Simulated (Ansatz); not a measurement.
```yaml
crystal:
  periodic: [false, false, false]
  atoms:
    - {symbol: Ga, position_ang: [-0.000268, -0.000393, -0.000016]}
    - {symbol: F, position_ang: [1.745571, -0.027163, 0.013219]}
    - {symbol: F, position_ang: [-0.848109, 1.525940, -0.017371]}
    - {symbol: F, position_ang: [-0.897193, -1.498384, 0.004168]}
basis:
  gaussian: {orbitals: def2-TZVPP}
magnetization: {spin_polarized: true, initial_magnetization: 2}
hamiltonian: {xc: {name: LC-wPBE}}
charge: 1
```

```sh
$ ansatz run in.yaml --threads 4 --pin off --events-out ev --progress --plain --max-ram 3916MiB
```

Shortened log:

```
Error: YAML parse error: error: line 12 column 1: unknown field `charge`, expected one of crystal, accuracy, basis, kpoints, hamiltonian, magnetization, projection, total_charge, correlation, batch, efield, external_charges, scf, relax, neb, saddle, md, ramp, phonons, dielectric, real_time, elastic, magnetic_configurations, gw, evaluate, workflow, output, checkpoint, execution
10 | magnetization: {spin_polarized: true, initial_magnetization: 2}
11 | hamiltonian: {xc: {name: LC-wPBE}}
12 | charge: 1
```

Q: What is wrong with this run?

A: The input holds a key that doesn't belong there (the charge goes under total_charge). The input was rejected before any iteration.
